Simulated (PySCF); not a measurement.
## Calculated properties of `C[SiH2]C(F)(F)F`

C2H5F3Si.
Cartesian coordinates in Å at the PBE0-D3(BJ)/def2-SVP level; atoms count from 1:
```
atom  x, y, z in Å
C1    -1.408    0.562    0.646
Si2   -0.173   -0.787    0.261
C3     1.445    0.062   -0.366
F4     1.226    0.762   -1.492
F5     2.425   -0.816   -0.629
F6     1.923    0.930    0.543
H7    -1.012    1.228    1.427
H8    -1.606    1.166   -0.253
H9    -2.361    0.140    0.999
H10    0.204   -1.581    1.465
H11   -0.627   -1.693   -0.831
```

Some functional groups and rings: CF3 group, C–F bond, Si–H bond and C–Si bond.

**PBE0-D3(BJ)/def2-SVP geometry optimisation, gas phase (PySCF)**

```
Rotational constants A, B, C : 4.277, 1.968, 1.823 GHz
```

wB97X-D/def2-SVPD ground state, ΔSCF and vertical TDDFT (core frozen in the response) (PySCF):

```
Dipole moment                                                     : 2.69 D
HOMO energy                                                       : -11.31 eV
LUMO energy                                                       : 1.86 eV
HOMO–LUMO gap                                                     : 13.17 eV
Lowest singlet excitation                                         : 8.89 eV (139 nm, f = 0.019)
Lowest triplet excitation (Tamm–Dancoff)                          : 8.31 eV
Static isotropic polarisability                                   : 54.7 au
Vertical ionisation energy                                        : 11.74 eV
Electronic spatial extent ⟨r²⟩ about the centre of nuclear charge : 725 bohr²
```

From PBE/pcSseg-2 ground state and GIAO shieldings, non-relativistic (PySCF):

```
13C chemical shifts (computed TMS as zero) by class         : 145.0 (C3), -10.8 (C1) ppm
1H chemical shifts (computed TMS as zero) by class          : 4.34 (H10/H11), 0.36 (H7/H8/H9) ppm
Isotropic shieldings of nuclei other than C and H, by class : 227 (F4/F5/F6), 370 (Si2) ppm
```

Monoisotopic mass from the formula: 114.0113 u.

The ΔSCF ionisation energy exceeds −ε(HOMO) by 0.43 eV with wB97X-D. The principal polarisabilities are 51.0, 53.9 and 59.3 au; their mean is the isotropic value. The rotational constants make it an asymmetric top with κ = (2B − A − C)/(A − C) = -0.88, nearer the prolate limit (−1). S1 lies 4.28 eV below the HOMO–LUMO gap; its leading configuration is HOMO→LUMO, weight 0.76. In wavenumbers S1 is 71700 cm⁻¹ (1 eV = 8065.54 cm⁻¹). The polarisability is 8.11 Å³ as a volume (1 au = 0.148185 Å³), or 0.94 au for each of the 58 electrons. The largest Löwdin shares of the HOMO are 0.23 on C3, 0.20 on Si2, 0.14 on F5 and 0.12 on F4.

Geometry: PBE0-D3(BJ)/def2-SVP; no solvent or vibrations. NMR classes are plain means over equivalent atoms (diastereotopic ones count apart unless rotation or inversion swaps them), as if these changed places fast; in this geometry the members of some classes differ.
